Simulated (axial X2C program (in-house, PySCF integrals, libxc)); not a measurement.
# How long does LiAs⁻ take?

A bond scan computed with an in-house relativistic program for diatomic molecules. Basis: As dyall-acv3z [10s10p7d5f1g], Li dyall-av3z [9s9p3d] (cores contracted in-house).

Input:
```json
{"zs": [33, 3], "q": -1, "bas": ["dyall-acv3z", "dyall-av3z"], "levels": ["PBE0", "HF", "BLYP"], "cc": true, "r0": 2.54, "thr": -2.0, "nmax": 90, "npts": 10, "nst": 2, "ntry": 6}
```
```bash
python so2c.py task.json out
```

Keys: zs atomic numbers; q charge; bas basis sets; levels methods; cc coupled cluster on or off; r0 starting distance in Å; thr threshold in hartree for freezing inner shells (an s shell follows its p shell); nmax most natural virtual spinors; npts points on the curve; nst determinants followed; ntry starts of the search. HF also brings MP2.

Hardware: 1 thread of Arm Neoverse V2, with other jobs on the host.

Wall time of one point of each curve, integrals apart:

```
Hamiltonian                               level  points  seconds a point
  spin-free                                PBE0      10             0.92
  spin-free                                  HF      10             0.42
  spin-free  CCSD(T) (7 electrons, 87 virtuals)       7              1.8
  spin-free                                BLYP      10             0.65
         2c                                PBE0      10              1.4
         2c                                  HF      10             0.82
         2c  CCSD(T) (7 electrons, 88 virtuals)       7              2.9
         2c                                BLYP      10             0.84
```

The rest:

Search with its distance optimisation 19 s, atoms 13 s, whole task 130 s. Coupled cluster runs on the points near the minimum only. The program drops outer points, and coupled cluster, when its time limit (not in the input) nears; MP2, further determinants and curves that did not converge are not in the table.
